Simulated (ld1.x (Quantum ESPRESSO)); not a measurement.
**What one change does to a pseudopotential (K (Z = 19), TM)**

* Element: K
* Generator: ld1.x (Quantum ESPRESSO) 7.5
* Type: norm-conserving Troullier–Martins (Kleinman–Bylander form)
* Functional: PBE
* Relativity: scalar-relativistic
* Frozen core: [Ar]
* Valence charge: 1
* Reference configuration: 4s1 4p0
* Partial waves: 4s (bound): rc 3.45 bohr; 4p (bound, empty): rc 4.20 bohr; 3d channel at 0.1 Ry: rc 4.20 bohr
* Local potential: the d channel
* Core correction: a·sin(br)/r model core inside 3.25 bohr

Change: type TM semilocal; local potential the s channel.

Cutoffs: the cutoffs (Ry, on a coarse ladder) from which the occupation-weighted sum of valence levels, in a spherical-Bessel basis at the reference potential, stays within 10 and 1 mRy of its value at 400 Ry; they do not see the model core or the augmentation charge, which bear on the density cutoff. Errors are all-electron minus pseudo energies relative to the spin-unpolarised reference configuration.

How do hardness, ghosts and transferability respond?

Both files are so soft that the ladder of cutoffs tells neither apart; the bound ghost in s disappears. A semilocal file is local in each channel, so a ghost entry of none says nothing of the separable form that plane-wave codes build from it.

| quantity | base | changed |
| --- | --- | --- |
| cutoff, loose | 6 Ry | 6 Ry |
| cutoff, tight | 6 Ry | 6 Ry |
| bound ghosts | s | none |
| error for 4s0.5 4p0, meV [ΔE 1.64 eV] | +4.6 | +5.5 |
| error for 4s0 4p1, meV [ΔE 1.55 eV] | +17 | +17 |
| s: phases at 4.54 bohr within 0.05 rad from the reference energy up to (Ry; the scan ends near 5) | 1.0 | 0.9 |
| p: phases at 4.54 bohr within 0.05 rad from the reference energy up to (Ry; the scan ends near 5) | 0.6 | 1.0 |
| d: phases at 4.54 bohr within 0.05 rad from the reference energy up to (Ry; the scan ends near 5) | 0.3 | 0.3 |

 A true bound ghost makes a file unfit for plane-wave use even where its test errors are small: the radial tests pick states by their node count and pass the ghost by.
